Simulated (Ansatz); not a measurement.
Single points on Zn₁₀O₁₀.

```yaml
crystal:
  periodic: [false, false, false]
  atoms:
    - {symbol: Zn, position_ang: [1.556917, 4.690847, 0.070543]}
    - {symbol: Zn, position_ang: [-3.967693, -2.804853, -0.133629]}
    - {symbol: Zn, position_ang: [3.979411, 2.803773, 0.066181]}
    - {symbol: Zn, position_ang: [-4.004659, 3.055833, 0.031927]}
    - {symbol: Zn, position_ang: [-1.505459, 4.828649, 0.096413]}
    - {symbol: Zn, position_ang: [4.920516, -0.121175, 0.063684]}
    - {symbol: Zn, position_ang: [1.495187, -4.821007, -0.032508]}
    - {symbol: Zn, position_ang: [-1.565005, -4.713835, -0.082481]}
    - {symbol: Zn, position_ang: [-4.897423, 0.123860, -0.098869]}
    - {symbol: Zn, position_ang: [3.988451, -3.043045, 0.018798]}
    - {symbol: O, position_ang: [3.056604, -4.392117, 0.640403]}
    - {symbol: O, position_ang: [-4.882553, -1.475045, -0.817313]}
    - {symbol: O, position_ang: [4.936309, 1.497259, 0.737079]}
    - {symbol: O, position_ang: [0.055661, 5.299466, 0.741110]}
    - {symbol: O, position_ang: [-3.111844, -4.176605, 0.543961]}
    - {symbol: O, position_ang: [3.082908, 4.152845, -0.604230]}
    - {symbol: O, position_ang: [4.982763, -1.740651, -0.604963]}
    - {symbol: O, position_ang: [-3.090193, 4.436763, -0.543375]}
    - {symbol: O, position_ang: [-0.043900, -5.324772, -0.705025]}
    - {symbol: O, position_ang: [-4.985998, 1.723819, 0.612267]}
basis:
  gaussian: {orbitals: def2-TZVP, fitting: {mean_field: def2-universal-jkfit}, initial_orbitals: start.molden}
hamiltonian: {xc: pbe0, dispersion: d4}
scf: {omitted_lower_state_checks: [starts]}
output: {orbitals: {seedname: orbitals}}
```

The file start.molden holds the orbitals of an earlier run on this structure, at another level or in another basis.

```sh
$ ansatz run in.yaml --threads 2 --pin off --events-out ev --progress --plain --max-ram 20480MiB --backend cuda --devices 0, --max-vram 18GiB
```

Output, abridged:

```
Functional definition: PBE0
  name "PBE0"
  cite "Adamo & Barone, J. Chem. Phys. 110, 6158 (1999) doi:10.1063/1.478522"
  cite "Perdew, Burke & Ernzerhof, Phys. Rev. Lett. 77, 3865 (1996) doi:10.1103/PhysRevLett.77.3865"
  parent pbe
  parameter a = 0.25
  parameter kappa = 0.804
  parameter beta = 0.06672455060314922
  exchange = (1 - a)*pbe_x(kappa = kappa, mu = beta*pi^2/3) + a*exact_x
  correlation = pbe_c(beta = beta)
these checks for a lower state are left out or cut short: starts
3410 factors; integrals over basis functions are off by at most 8.7e-1 eV
mean field evaluation 1: about -504576.6207 eV, gradient 4.0e2 eV
mean field evaluation 2: about -504595.1447 eV, gradient 2.6e1 eV
mean field evaluation 4: about -504597.7589 eV, gradient 2.0e-2 eV
mean field -504597.76739490 eV, -18543.6259231115 hartree, gradient 2.1e-5 eV, S^2 0.000000; 0 other end points of the search recorded, 0 dependent functions left out
reference -504597.76748546 eV, -18543.6259264394 hartree; 190, 190 occupied and 600, 600 virtual orbitals, 3410 factors
Total energy: -504598.37374086 eV, -18543.6482059146 hartree
Checks for a lower state left out: starts
```

It took 5.5 s on 2 threads of AMD EPYC 7R13 on a shared host and a share (18 GiB) of an NVIDIA H100 80GB HBM3, peak host memory 1.1 GiB.

Geometry: r2SCAN-D4/def2-SVP.

Single mean-field runs in def2-TZVP are fitted with def2-universal-jkfit. Another isomer (singlet) lies 1.11 eV lower at PBE0-D4/def2-TZVP; other spin states weren't run for this one.
